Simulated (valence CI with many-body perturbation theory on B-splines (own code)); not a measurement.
Values are calculated unless marked as measured or tabulated.
# Hyperfine factors and g values of Gd48+

Level of theory: relativistic CI+MBPT: six valence electrons over a frozen Dirac-Fock core [Ne], a basis of 9 s, 9 p, 8 d, 6 f, 3 g, 1 h functions for each j, with the one-electron correlation potential Σ1 (screened to all orders), the two-electron term Σ2, the three-electron term Σ3, Breit, model QED; selected single and double excitations, second order for the rest, scaled by the run's own slope (own B-spline code, finite nucleus).

The last digits are not significant, and no measured levels were compared; by estimate large intervals hold to a few tenths of a per cent, small ones and those within an open d or f shell to about a per cent. Among the levels kept, up to 1100 cm⁻¹ of a level comes from second order outside the variational space, and about a tenth of that is noise between levels of different J, which matters for small intervals.

A/g_I is the dipole constant over the nuclear g factor μ/I (μ in nuclear magnetons, uniformly magnetised nucleus), B/Q the quadrupole constant per barn. Both hold the static response of the core; the bare values leave it out. Large factors of s and p1/2 electrons are usually good to 5 to 10 %; those of open d and f shells near neutrality can be off by tens of per cent, and small factors of p3/2, d and f electrons come from cancelling terms and can be off by a factor of two or in sign, in half-filled shells by more. B is blank for J = 1/2, where it vanishes, and for nearly pure S terms. Energies count from the lowest level. Levels with J = 0 are left out.

Levels are named by their leading jj configuration (3d3/2^4 stands for four electrons in 3d with j = 3/2), which in mixed levels can hold well under half, so a name can repeat and another be missing. Letters in brackets count levels of one name in rising energy.

| Level | E (eV) | g | A/g_I (MHz) | A/g_I bare | B/Q (MHz/b) | B/Q bare |
| --- | --- | --- | --- | --- | --- | --- |
| (3s^2 3p1/2^2 3p3/2^2) J=2 | 0.00 | 1.340 | 124000 | 123000 | 25800 | 25400 |
| (3s^2 3p1/2 3p3/2^3) J=1 | 172.11 | 1.493 | -73400 | -69200 | -121000 | -119000 |
| (3s^2 3p1/2 3p3/2^3) J=2 | 180.38 | 1.141 | 326000 | 320000 | -268000 | -264000 |
| (3s^2 3p1/2^2 3p3/2 3d3/2) J=2 | 194.26 | 1.046 | 95100 | 95700 | -1830 | -1630 |
| (3s^2 3p1/2^2 3p3/2 3d3/2) J=1 | 200.52 | 1.136 | 82000 | 83400 | -101000 | -100000 |
| (3s^2 3p1/2^2 3p3/2 3d3/2) J=3 | 201.42 | 1.114 | 90700 | 91800 | 235000 | 233000 |
| (3s^2 3p1/2^2 3p3/2 3d5/2) J=4 | 238.32 | 1.263 | 60400 | 61600 | 250000 | 249000 |
| (3s^2 3p1/2^2 3p3/2 3d5/2) J=2 | 241.32 | 1.262 | 62800 | 64100 | -155000 | -152000 |
| (3s^2 3p1/2^2 3p3/2 3d5/2) J=3 | 259.17 | 1.182 | 57000 | 58000 | 17700 | 19200 |
| (3s^2 3p1/2^2 3p3/2 3d5/2) J=1 | 267.74 | 1.043 | -49800 | -46300 | 29700 | 30000 |
| (3s 3p1/2^2 3p3/2^3) J=2 | 320.26 | 1.464 | 677000 | 665000 | -222000 | -219000 |
| (3s 3p1/2^2 3p3/2^3) J=1 | 337.72 | 1.181 | -380000 | -368000 | -76600 | -75600 |
| (3s^2 3p1/2 3p3/2^2 3d3/2) J=2 [a] | 358.84 | 1.025 | 186000 | 184000 | -140000 | -138000 |
| (3s^2 3p1/2 3p3/2^2 3d3/2) J=1 [a] | 360.36 | 0.962 | 209000 | 206000 | -40700 | -40700 |
| (3s^2 3p1/2 3p3/2^2 3d3/2) J=3 [a] | 365.41 | 1.087 | 183000 | 182000 | -15100 | -14500 |
| (3s^2 3p1/2 3p3/2^2 3d3/2) J=4 | 373.09 | 1.052 | 202000 | 200000 | 39200 | 40400 |
| (3s^2 3p1/2 3p3/2^2 3d3/2) J=2 [b] | 383.31 | 0.837 | 255000 | 252000 | 137000 | 137000 |
| (3s^2 3p1/2 3p3/2^2 3d3/2) J=3 [b] | 395.12 | 1.276 | 33100 | 35600 | 48600 | 47800 |
| (3s^2 3p1/2^2 3d3/2^2) J=2 | 396.26 | 0.739 | 64200 | 65600 | 3150 | 3320 |
| (3s^2 3p1/2 3p3/2^2 3d5/2) J=4 [a] | 400.04 | 1.289 | -5680 | -3040 | 104000 | 105000 |
| (3s^2 3p1/2 3p3/2^2 3d5/2) J=3 [a] | 400.18 | 1.218 | -22000 | -19200 | 22200 | 23900 |
| (3s^2 3p1/2 3p3/2^2 3d3/2) J=2 [c] | 400.51 | 1.260 | 191000 | 189000 | 1930 | 907 |
| (3s^2 3p1/2 3p3/2^2 3d3/2) J=1 [b] | 403.34 | 1.442 | 142000 | 141000 | 75600 | 74500 |
| (3s^2 3p1/2 3p3/2^2 3d5/2) J=4 [b] | 410.29 | 1.177 | 166000 | 165000 | 1780 | 2930 |
| (3s^2 3p1/2 3p3/2^2 3d5/2) J=1 [a] | 411.07 | 1.075 | 424000 | 417000 | -18800 | -18200 |
| (3s^2 3p1/2 3p3/2^2 3d5/2) J=5 | 413.19 | 1.191 | 156000 | 154000 | 53800 | 55400 |
| (3s^2 3p1/2 3p3/2^2 3d3/2) J=1 [c] | 415.81 | 0.894 | -154000 | -147000 | -15500 | -14400 |
| (3s^2 3p1/2 3p3/2^2 3d5/2) J=2 [a] | 428.05 | 1.266 | -97800 | -93000 | 207000 | 205000 |
| (3s^2 3p1/2 3p3/2^2 3d5/2) J=3 [b] | 434.04 | 1.121 | 180000 | 179000 | 244000 | 242000 |
| (3s^2 3p1/2 3p3/2^2 3d5/2) J=2 [b] | 436.74 | 1.088 | 135000 | 134000 | 36300 | 36600 |
| (3s^2 3p1/2 3p3/2^2 3d5/2) J=1 [b] | 440.67 | 1.235 | -146000 | -140000 | 548 | 349 |
| (3s^2 3p1/2^2 3d3/2 3d5/2) J=3 | 441.93 | 1.086 | 46300 | 48000 | 7220 | 7860 |
| (3s^2 3p1/2 3p3/2^2 3d5/2) J=3 [c] | 443.58 | 1.071 | 199000 | 196000 | -181000 | -178000 |
| (3s^2 3p1/2 3p3/2^2 3d5/2) J=2 [c] | 448.78 | 1.223 | 57100 | 58100 | -191000 | -188000 |

(1) Take the isotope of mass number 157, with I = 3/2, μ = -0.3398 μN and Q = 1.35 b. What is the hyperfine structure of (3s^2 3p1/2 3p3/2^3) J=2?

Results:

(1) From the table A = -73800 MHz, B = -362000 MHz. Shifts from the centre of gravity in MHz: F = 1/2: 15400, F = 3/2: 221000, F = 5/2: 263000, F = 7/2: -312000.
